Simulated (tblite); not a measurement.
Compound: C2H7FSSi.
SMILES with atom numbers: `[F:1][CH2:2][CH2:3][SiH2:4][SH:5]` (hydrogens: H6, H7 on C2; H8, H9 on C3; H10, H11 on Si4; H12 on S5)

Geometry (GFN2-xTB, Å), atoms numbered from 1 in this order:
```xyz
12
C2H7FSSi angstrom
F     -1.1737   -1.0584    1.5505
C     -1.4019   -0.7881    0.2202
C     -0.8113    0.5613   -0.1461
Si     1.0630    0.6297    0.1661
S      1.9140   -0.6729   -1.3250
H     -0.9359   -1.5994   -0.3480
H     -2.4883   -0.8134    0.0811
H     -1.0353    0.7527   -1.1954
H     -1.3083    1.3337    0.4407
H      1.5698    1.9768   -0.0791
H      1.4304    0.1268    1.4819
H      3.1787   -0.4495   -1.0108
```

Computed values, GFN2-xTB/tblite, gas phase, harmonic and unscaled. This tight-binding method is rough: wavenumbers can miss measured ones by several per cent, in bad cases by 10 to 20. Modes of hydrogen on silicon and sulfur can be 10 to 20 % off. One conformer, not necessarily the lowest.

Harmonic wavenumbers (cm⁻¹): 31.3, 102.1, 126.8, 141.4, 252.3, 410.8, 493.3, 500.2, 562.4, 658.3, 682.1, 739.1, 763.9, 790.6, 963.3, 974.9, 1079.7, 1162.3, 1204.3, 1293.6, 1330.8, 1451.9, 1463.9, 2292.0, 2334.2, 2483.8, 2936.4, 2953.4, 2995.6, 3002.4.

A = 5116, B = 1571, C = 1450 MHz; mass 110.002 u (most abundant isotopes); point group C1, symmetry number 1.

What is the zero-point energy?

½Σν̃ = 18089 cm⁻¹ = 51.72 kcal/mol.

Entropy at 298.15 K, 1 bar (ideal gas, RRHO, classical rotation)?

Translation 40.03, rotation 27.71, vibration 21.28: S = 89.0 cal/(mol K).

And Cp and H(298.15 K) − H(0)?

Cp = 28.48 cal/(mol K), of which vibrations give 20.54 (their classical limit is 30 R = 59.6); H(298.15 K) − H(0) = 5.55 kcal/mol without the zero-point energy, 3.18 from vibrations.

How do the functions run with temperature in this model?

```json
{"T (K)": "150", "S (cal/(mol K))": "73.2", "Cp (cal/(mol K))": "18.7", "H − H(0) (kcal/mol)": "2.05", "G − H(0) (kcal/mol)": "-8.93", "ln q(vib)": "2.61"}
{"T (K)": "250", "S (cal/(mol K))": "84.3", "Cp (cal/(mol K))": "25.3", "H − H(0) (kcal/mol)": "4.25", "G − H(0) (kcal/mol)": "-16.82", "ln q(vib)": "4.47"}
{"T (K)": "400", "S (cal/(mol K))": "98.2", "Cp (cal/(mol K))": "34.4", "H − H(0) (kcal/mol)": "8.76", "G − H(0) (kcal/mol)": "-30.54", "ln q(vib)": "7.16"}
{"T (K)": "600", "S (cal/(mol K))": "113.9", "Cp (cal/(mol K))": "42.9", "H − H(0) (kcal/mol)": "16.54", "G − H(0) (kcal/mol)": "-51.80", "ln q(vib)": "10.56"}
{"T (K)": "900", "S (cal/(mol K))": "133.0", "Cp (cal/(mol K))": "51.0", "H − H(0) (kcal/mol)": "30.73", "G − H(0) (kcal/mol)": "-88.95", "ln q(vib)": "15.22"}
```

q(vib) and H(0) count from the zero-point level.

What must be added to the electronic energy to get the Gibbs energy at 298.15 K and 1 bar?

ZPE + [H(298.15 K) − H(0)] − T·S = 51.72 + 5.55 − 26.54 = 30.73 kcal/mol.

Which modes carry the vibrational entropy at 298.15 K?

31.3 cm⁻¹: 5.75; 102.1 cm⁻¹: 3.41; 126.8 cm⁻¹: 2.99; 141.4 cm⁻¹: 2.78; 252.3 cm⁻¹: 1.71; 410.8 cm⁻¹: 0.92 cal/(mol K); the other 24 give 3.71 together.

Hindered rotation and anharmonicity are outside this model. Other conformers, if any are populated, would add a mixing term that is left out. The structure is chiral; the term R ln 2 for an equal mix with its mirror image is left out.
